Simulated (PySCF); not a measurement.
C₆ coefficients of unlike pairs at M06

Calculated with PySCF 2.14 from the dipole response of each species, C₆(A,B) = (3/π) ∫ α_A(iu) α_B(iu) du, in atomic units, from isotropic polarisabilities. For ions this is the dispersion term alone; charge-induced terms of lower order in 1/R come first.

| species | configuration | basis | relativity | α (bohr³) | C₆ (like pair) |
| --- | --- | --- | --- | --- | --- |
| Al³⁺ | [Ne] (1S) | dyall-av2z (13s9p2d) | none | 0.07673 | 0.01741 |
| B²⁺ | [He] 2s1 (2S) | def2-QZVPPD (8s4p4d2f1g) | none | 6.349 | 7.712 |
| P²⁺ | [Ne] 3s2 3p1 (2P) | aug-cc-pVQZ-DK (7s6p4d3f2g) | spin-free X2C | 8.998 | 31.57 |

Q: Estimate C₆ for P²⁺ with Al³⁺.

A: The integral gives 0.4901. The combination rule 2 C_A C_B / (C_A α_B/α_A + C_B α_A/α_B) gives 0.4756 and the geometric mean 0.7413.

No spin-orbit coupling is included.

The other pairs:

| pair | C₆ |
| --- | --- |
| B²⁺, Al³⁺ | 0.1919 |
| P²⁺, B²⁺ | 14.82 |
